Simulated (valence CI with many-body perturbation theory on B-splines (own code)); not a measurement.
Results of a calculation; reference values are marked as such.
# Co20+: what the settings do

Method: valence CI with perturbative core correlation (CI+MBPT): five valence electrons over a frozen Dirac-Fock core [He], radial functions for each j: 6 s, 6 p, 5 d, 3 f, 1 g, with the one-electron correlation potential Σ1 (screened to all orders), the two-electron term Σ2, the three-electron term Σ3, Breit, model QED; selected single and double excitations, second order for the rest, scaled by the run's own slope (own B-spline code, finite nucleus).

No measured spectrum was set against this ion. As an estimate, levels of excited configurations hold to 0.05 to 0.15 % of their energy, terms of the ground configuration to about 0.5 %. Among the levels kept, up to 2400 cm⁻¹ of a level comes from second order outside the variational space, and about a tenth of that is noise between levels of different J, which matters for small intervals.

The reference run has the lowest level 2s2 2p3 4S°_3/2 and an ionisation energy of 1722.81 eV. Its largest variational space holds 12345 state functions.

Names give the largest LS component (configuration and term), which can be under half, so a name can repeat, a term be missing and a line seem to break the LS rules; names also repeat where a configuration has a term twice.

| Level | Reference (cm⁻¹) | Shift (cm⁻¹) |
| --- | --- | --- |
| 2s2 2p3 2D°_3/2 | 147443 | +2435 |
| 2s2 2p3 2D°_5/2 | 192028 | +2855 |
| 2s2 2p3 2P°_1/2 | 280905 | +2392 |
| 2s2 2p3 2P°_3/2 | 359679 | +2306 |
| 2s 2p4 4P_5/2 | 799145 | +1147 |
| 2s 2p4 4P_3/2 | 879686 | +1095 |
| 2s 2p4 4P_1/2 | 903348 | +1355 |
| 2s 2p4 2D_3/2 | 1108230 | +6466 |
| 2s 2p4 2D_5/2 | 1129110 | +6168 |
| 2s 2p4 2S_1/2 | 1268770 | +7410 |
| 2s 2p4 2P_3/2 | 1319390 | +8745 |
| 2s 2p4 2P_1/2 | 1435660 | +8329 |

The ionisation energy moves by -0.45 eV.

Which of these changes was made?
A. logarithmic knot step 0.27 → 0.33
B. hole-hole ladder in Σ2 on → off
C. natural orbitals for correlation on → off

C. natural orbitals for correlation on → off.
